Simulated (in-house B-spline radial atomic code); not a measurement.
Results of a calculation; reference values are marked as such.
Softness against transferability: the 5s channel of Sb

Sb, [Kr] 4d10 5s2 5p3, non-relativistic LDA (VWN5), spherical and spin-unpolarised, from a B-spline radial code for spherical atoms (atomic units). The all-electron 5s level is ε = -0.445603 hartree, its outermost node lies just inside 1.00 bohr and its outer maximum at 1.95 bohr.

Troullier-Martins pseudo-orbitals are made for several radii. The cutoffs (hartree) are the plane-wave energies beyond which the orbital holds less than the named kinetic energy per electron. The phase error is the difference, pseudo minus all-electron, of arctan(R P'/P) at R = 3.03 bohr for all radii, half a hartree below and above the level.

| r_c (bohr) | V_l(0) (hartree) | cutoff for 10 mEh | for 1 mEh | for 0.1 mEh | phase error at ε − 0.5 (mrad) | at ε + 0.5 (mrad) |
| --- | --- | --- | --- | --- | --- | --- |
| 1.46 | -8.40 | 15.9 | 46.5 | 84 | -2.3 | -21.6 |
| 1.7 | -0.30 | 8.16 | 21 | 40.1 | -1.0 | -4.0 |
| 1.95 | 2.52 | 4.38 | 12.3 | 22.3 | -0.7 | -2.5 |
| 2.21 | 1.90 | 4.26 | 11.5 | 21.3 | -0.9 | -3.3 |
| 2.46 | 0.91 | 3.81 | 10 | 17.5 | -1.8 | -6.7 |
| 2.73 | 0.22 | 3.18 | 8.16 | 11.3 | -4.1 | -14.5 |

Q: Which radius needs the lowest cutoff for 0.1 mEh while both phase errors stay within 6.8 mrad?

A: The radii within that limit are 1.7, 1.95, 2.21, 2.46 bohr; of these r_c = 2.46 needs the least, 17.5 hartree, that is 35 Ry or 476 eV.

Q: What does the larger radius buy, and what does it cost?

A: From r_c = 1.46 to 2.73 bohr the cutoff for 1 mEh goes from 46.5 to 8.16 hartree, a factor of 5.70, against 3.50 for a pure 1/r_c² scaling, end to end; step by step it is 46.5, 21, 12.3, 11.5, 10, 8.16, and for 0.1 mEh 84, 40.1, 22.3, 21.3, 17.5, 11.3; the number of plane waves goes as the cutoff to the power 3/2, here a factor of 13.6. The larger of the two phase errors is least at r_c = 1.95 bohr, 2.5 mrad; it is 21.6 at the smallest radius and 14.5 at the largest. These errors test the reference atom alone. The smallest radius lies well inside the outer maximum, where the nodeless form must bend sharply to keep the norm, so it is both harder and scatters less well than the next. Large radii also let the cores of neighbours overlap, which an atom doesn't show.
